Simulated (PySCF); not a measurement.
Species: BBrFH.
Cartesian coordinates in Å at the PBE0-D3(BJ)/def2-SVP level; atoms count from 1:
```
atom  x, y, z in Å
F1    -0.8433   -0.6302    0.1388
B2    -0.0213    0.3897    0.1342
Br3    1.8551    0.0699    0.1385
H4    -0.4470    1.5140    0.1243
```

Computed, not measured: EOM-IP-CCSD/aug-cc-pVDZ in PySCF, restricted Hartree–Fock reference, frozen core, non-relativistic, gas phase, PBE0-D3(BJ)/def2-SVP geometry.

Hartree–Fock orbital energies give these Koopmans values (eV): HOMO 11.80, HOMO-1 12.19, HOMO-2 13.74, HOMO-3 17.31, HOMO-4 19.20, HOMO-5 19.87.

**Question.** What vertical ionisation energies does EOM-IP-CCSD give?

**Answer.** 
```csv
leading hole (HF orbital),Koopmans (eV),EOM-IP-CCSD (eV),change (eV),one-hole share
HOMO,11.80,11.33,-0.47,0.96
HOMO-1,12.19,11.80,-0.39,0.96
HOMO-2,13.74,12.95,-0.79,0.96
HOMO-3,17.31,16.11,-1.20,0.94
HOMO-4,19.20,16.96,-2.24,0.94
HOMO-5,19.87,17.48,-2.39,0.94
```

**Question.** Does the order of the lines follow the orbital energies?

**Answer.** Yes, no two lines change places. The corrections run from -2.39 to -0.39 eV, with a mean of -1.25 eV over the 6 lines; no line lies above its Koopmans value.

**Question.** At what kinetic energies would He II light (40.81 eV) eject these electrons?

**Answer.** 29.48 eV (HOMO), 29.01 eV (HOMO-1), 27.86 eV (HOMO-2), 24.70 eV (HOMO-3), 23.85 eV (HOMO-4), 23.33 eV (HOMO-5).

**Question.** What total energy has the lowest final state, and which wavelength reaches it?

**Answer.** E(CCSD) + ionisation energy = -2697.63749 + 0.41654 = -2697.22095 Eh, at the geometry of the initial state. The threshold wavelength is 1239.84 eV nm/11.33 eV = 109.4 nm.

One root was sought for each valence orbital with −ε under 21 eV, eight at most, so deeper holes and satellites are missing; no vibrational structure.
